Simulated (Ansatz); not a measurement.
[closo-1-(Cl)B6H5]2- (B6H5Cl²⁻). Charge -2, multiplicity 1. Geometry PBE-D4/def2-SVPD; atoms count from 1.

```xyz
12

B     0.3423    0.9856   -0.4602
B    -0.3495   -0.4596   -1.1016
B    -1.1549    0.4219    0.1873
B    -0.3835   -1.1043    0.5156
B     1.1203   -0.5215   -0.1408
B     0.3149    0.3601    1.1480
Cl    0.9149    2.6341   -1.2300
H    -0.6736   -0.8525   -2.2194
H    -2.2753    0.9006    0.3437
H    -0.7525   -2.1667    1.0117
H     2.2493   -0.9755   -0.3087
H     0.6475    0.7776    2.2544
```

A multiply charged anion in the gas phase is held together partly by the finite basis. The highest occupied level of the charge -2 singlet lies above zero (up to 2.63 eV). The electron is either unbound and held by the finite basis, or the level is raised by self-interaction error.

**Question.** Estimate the Mulliken populations from the PBE0/def2-TZVPD orbitals of Ansatz.

**Answer.** 
```json
{"atom": "B1", "charge (e)": "0.33"}
{"atom": "B2", "charge (e)": "-0.31"}
{"atom": "B3", "charge (e)": "-0.31"}
{"atom": "B4", "charge (e)": "0.21"}
{"atom": "B5", "charge (e)": "-0.31"}
{"atom": "B6", "charge (e)": "-0.31"}
{"atom": "Cl7", "charge (e)": "-0.74"}
{"atom": "H8", "charge (e)": "-0.11"}
{"atom": "H9", "charge (e)": "-0.11"}
{"atom": "H10", "charge (e)": "-0.11"}
{"atom": "H11", "charge (e)": "-0.11"}
{"atom": "H12", "charge (e)": "-0.11"}
```
Mulliken values depend strongly on the basis. With diffuse functions, as here, like atoms can get unlike values, and bond orders can come out too low or too high.

**Question.** And the Mayer bond orders between heavy atoms (over 0.3)?

**Answer.** B1–B2 0.72 (1.73 Å); B1–B3 0.72 (1.73 Å); B1–B4 0.65 (2.42 Å); B1–B5 0.72 (1.73 Å); B1–B6 0.72 (1.73 Å); B2–B3 0.67 (1.76 Å); B2–B4 0.61 (1.74 Å); B2–B5 0.67 (1.76 Å); B2–B6 1.13 (2.48 Å); B3–B4 0.61 (1.74 Å); B3–B5 1.13 (2.48 Å); B3–B6 0.67 (1.76 Å); B4–B5 0.61 (1.74 Å); B4–B6 0.61 (1.74 Å); B5–B6 0.67 (1.76 Å).
